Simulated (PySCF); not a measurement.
CH6ClNSi3, SMILES [Si@@H]1([SiH3])N=C[Si@@H]1Cl.

The structure is a stationary point at ωB97X-D3(BJ)/def2-SVP. The structure was generated by enumeration; whether it is a known compound was not checked.

Vertical ionisation energy (IE) and electron affinity (EA) in eV. Rows of orbital energies are one-electron estimates. Where ΔSCF, EOM or ADC give a negative EA the extra electron is unbound and the value depends on the basis.

```json
[
 {"level": "−ε(HOMO), −ε(LUMO), r2SCAN/def2-TZVP (PySCF)", "IE": "5.93", "EA": "2.52"},
 {"level": "−ε(HOMO), −ε(LUMO), PBE/def2-TZVP (PySCF)", "IE": "(withheld)", "EA": "(withheld)"}
]
```

### Question
Complete the blanks. (An estimate is asked for; the answer gives what the named calculation found.)

### Answer

- −ε(HOMO), −ε(LUMO), PBE/def2-TZVP (PySCF), IE: 5.70
- −ε(HOMO), −ε(LUMO), PBE/def2-TZVP (PySCF), EA: 2.69
